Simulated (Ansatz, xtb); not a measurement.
## Relative energy of two isomers of C3H11NSi3

Structure I is `C#CC[SiH2]N([SiH3])[SiH3]`, a singlet and structure II is `C#C[SiH2]N([SiH3])[SiH2]C`, a singlet. Both are isolated molecules in the gas phase, relaxed with PBE-D3(BJ)/def2-SVP; the shapes shown needn't be the lowest conformers.

I (Å):

```xyz
18

C    -1.5824    0.2300    4.1727
C    -0.3827    0.2207    3.9290
C     1.0197    0.1747    3.5560
N     0.2034   -0.0424    0.6486
Si    1.2434   -0.7370    1.8892
Si    0.5379    1.5732    0.0166
Si   -1.2392   -0.9096    0.1007
H    -2.6357    0.2465    4.4124
H     1.4414    1.1994    3.4530
H     1.6330   -0.3441    4.3261
H     0.8519   -2.1780    2.0602
H     2.6939   -0.6400    1.4970
H     1.8051    2.0535    0.6734
H     0.7345    1.5545   -1.4765
H    -0.5742    2.5367    0.3313
H    -0.9101   -1.9418   -0.9471
H    -1.9155   -1.5982    1.2510
H    -2.1684    0.1053   -0.5107
```

II (Å):

```tsv
atom	x (Å)	y (Å)	z (Å)
C	-3.3533	0.7414	1.2206
C	-2.7600	-0.0192	0.4585
C	0.2091	2.5023	-0.5263
N	-0.2503	-0.4462	-1.0603
Si	-1.8343	-1.1187	-0.6982
Si	1.2079	-1.2596	-0.4854
Si	-0.1548	1.1672	-1.8017
H	-3.8797	1.4056	1.8941
H	-1.6275	-2.4539	-0.0393
H	-2.6663	-1.2790	-1.9381
H	2.3865	-0.4525	-0.9592
H	1.2566	-1.3493	1.0181
H	1.3066	-2.6580	-1.0343
H	-1.4941	1.4090	-2.4478
H	0.9120	1.1562	-2.8646
H	1.1867	2.3221	-0.0343
H	-0.5790	2.5019	0.2536
H	0.2415	3.5062	-0.9973
```

**Question.** Estimate which is lower in electronic energy at CCSD(T)/def2-SVP + ΔMP2/def2-TZVPP, and by roughly how much.

**Answer.** The CCSD(T)/def2-SVP + ΔMP2/def2-TZVPP calculation puts structure II lower, by 15.6 kcal/mol.

Level by level:

```csv
level,geometry,E(II) − E(I) (kcal/mol),departure from the last row (kcal/mol),"job, with rough time for the two"
PBE-D3(BJ)/def2-SVP,PBE-D3(BJ)/def2-SVP,−11.6,+4.0,"optimisation, 38 s"
HF/def2-SVP,PBE-D3(BJ)/def2-SVP,−13.8,+1.8,part of the CCSD(T) run
MP2/def2-SVP,PBE-D3(BJ)/def2-SVP,−13.6,+2.0,part of the CCSD(T) run
CCSD(T)/def2-SVP,PBE-D3(BJ)/def2-SVP,−13.2,+2.5,single point
CCSD(T)/def2-SVP + ΔMP2/def2-TZVPP,PBE-D3(BJ)/def2-SVP,−15.6,,"single point, 39 s"
```

As drawn, II has 1 C–Si, 1 C–H in place of 1 C–C, 1 Si–H.

The levels shown agree on the order. The largest departure from CCSD(T)/def2-SVP + ΔMP2/def2-TZVPP is that of PBE-D3(BJ)/def2-SVP, 4.0 kcal/mol. Levels run at GFN2-xTB geometries aren't shown. The last row adds to CCSD(T) the change of the MP2 difference between the two basis sets, here −2.5 kcal/mol.

With thermal terms from frequencies at re-optimised GFN2-xTB minima (ideal gas, soft modes damped towards free rotors, one conformer each, 298.15 K, 1 atm): the zero-point term adds +1.3 kcal/mol; ΔH is −14.2 and ΔG −14.7 kcal/mol.

The correlated steps freeze 19 core orbitals. Codes used: Ansatz 0.2.0, xtb 6.7.1; the last row on 4 threads of Intel(R) Xeon(R) 6975P-C (Granite Rapids) on a shared host.
